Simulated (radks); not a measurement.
Problem. The mean radii <r> (bohr) of the occupied orbitals of an atom or ion are listed with their occupations. Calculated with a radial shooting solver on a logarithmic mesh with Libxc functionals: Dirac Kohn-Sham, PBE, spin-unpolarised, spherical densities, point nucleus.

orbital  occ.      <r>
1s1/2       2  0.02232
2s1/2       2  0.09459
2p1/2       2  0.07907
2p3/2       4  0.08581
3s1/2       2   0.2492
3p1/2       2   0.2388
3p3/2       4   0.2517
3d3/2       4   0.2236
3d5/2       6   0.2276
4s1/2       2   0.5642
4p1/2       2   0.5767
4p3/2       4   0.6054
4d3/2       4   0.6413
4d5/2       6   0.6513
5s1/2       2    1.301
5p1/2       2    1.417
5p3/2       3    1.484
4f5/2       5   0.8066

Name the element and its charge. Open shells, if any, fill j = l - 1/2 first.

Solution. Z = 63, europium, charge +5: Eu5+ in [Kr] 4d10 4f5 5s2 5p5. The 1s radius gives Z: for a bare nucleus <r> = (2 gamma + 1)/(2Z) with gamma = sqrt(1 - (Z/c)^2), 0.02203 bohr for Z = 63, and screening makes it slightly larger (0.02232 here). The occupations add up to 58, and the charge is Z minus that.
